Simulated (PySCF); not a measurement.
Species: `C[Si@@H](F)Cl`. The columns A, B, C and D hold Mulliken, IAO, Hirshfeld and ESP-fitted charges (e) of one PBE0/pcSseg-1 density (PySCF), in a shuffled order. Coordinates in Å (GFN2-xTB); the density's dipole moment is (-1.82, 0.22, -1.25) D.

```json
{"atom": "C1", "x": "-1.027", "y": "-0.030", "z": "0.024", "A": "-0.548", "B": "-0.212", "C": "-0.648", "D": "-0.753"}
{"atom": "Si2", "x": "0.852", "y": "0.105", "z": "-0.117", "A": "+0.665", "B": "+0.446", "C": "+1.020", "D": "+1.229"}
{"atom": "F3", "x": "1.372", "y": "0.928", "z": "1.170", "A": "-0.292", "B": "-0.209", "C": "-0.417", "D": "-0.537"}
{"atom": "Cl4", "x": "1.730", "y": "-1.696", "z": "-0.028", "A": "-0.194", "B": "-0.110", "C": "-0.306", "D": "-0.300"}
{"atom": "H5", "x": "-1.487", "y": "0.954", "z": "0.061", "A": "+0.166", "B": "+0.053", "C": "+0.152", "D": "+0.170"}
{"atom": "H6", "x": "-1.317", "y": "-0.561", "z": "0.929", "A": "+0.158", "B": "+0.053", "C": "+0.158", "D": "+0.171"}
{"atom": "H7", "x": "-1.456", "y": "-0.563", "z": "-0.819", "A": "+0.137", "B": "+0.050", "C": "+0.149", "D": "+0.168"}
{"atom": "H8", "x": "1.342", "y": "0.874", "z": "-1.244", "A": "-0.092", "B": "-0.071", "C": "-0.108", "D": "-0.148"}
```

Question: Which column most likely holds the ESP-fitted charges?

Answer: A. Σ q r misses the density's dipole by 0.07 D (A), 0.99 D (B), 1.00 D (C), 1.47 D (D). Charges fitted to the outside potential are the only set here that is tied to the molecule's multipoles.

Question: And the Hirshfeld charges?

Answer: B. The mean sizes are 0.151 e (B), 0.282 e (A), 0.370 e (C), 0.435 e (D), and Hirshfeld charges are commonly the smallest of these schemes.

As computed, A = ESP-fitted, B = Hirshfeld, C = Mulliken, D = IAO. Hydrogens on carbon: ESP-fitted +0.14 to +0.17, Hirshfeld +0.05 to +0.05, Mulliken +0.15 to +0.16, IAO +0.17 to +0.17 e.

The IAO scheme projects the occupied orbitals on a minimal set of polarised atomic orbitals and counts the electrons in each atom's part of it. The ESP scheme is a least-squares fit of atom-centred charges to the potential on four shells outside the van der Waals surface, with the total charge fixed.

Geometry: GFN2-xTB; no solvent, vibrations or thermal averaging.
